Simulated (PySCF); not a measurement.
# Correlation energy of O⁺ (oxygen, charge +1)

[He] 2s2 2p3, high-spin 4S determinant. All numbers are calculated (PySCF 2.14, the spin-free X2C one-electron Hamiltonian (Gaussian nucleus), in aug-cc-pCVTZ-DK with one added diffuse shell each of s, p, d, f type (8s7p5d3f, 75 functions)). Frozen: nothing; 7 electrons correlated.

| level | correlation energy (mhartree) |
| --- | --- |
| CCSD | -169.23 |
| (T) | -1.95 |
| CCSD(T) | -171.18 |

Diagnostics: T1 = 0.0036, D1 = 0.0104, largest double amplitude 0.029.

Task: Is a single reference adequate?

Result: Yes: T1 lies below 0.03 and no double amplitude reaches 0.07.
